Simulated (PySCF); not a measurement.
# Correlation energy of Te (tellurium, neutral)

[Kr] 4d10 5s2 5p4, high-spin 3P determinant. Computed with PySCF 2.14 in x2c-TZVPPall with one added diffuse shell each of s, p, d, f type (9s7p5d3f, 76 functions), with the spin-free X2C one-electron Hamiltonian (Gaussian nucleus). Frozen: [Kr] 4d10; 6 electrons correlated.

MP2 pair energies summed by pair of shells (mhartree):

```
 pair  energy  share (%)
5s-5p  -37.67       46.0
5p-5p  -37.33       45.5
5s-5s   -6.98        8.5
```

Total MP2 correlation energy: -81.98 mhartree.

Same-spin part -18.68 and opposite-spin part -63.30 mhartree; SCS-MP2 scales them by 1/3 and 6/5 to -82.19 mhartree.
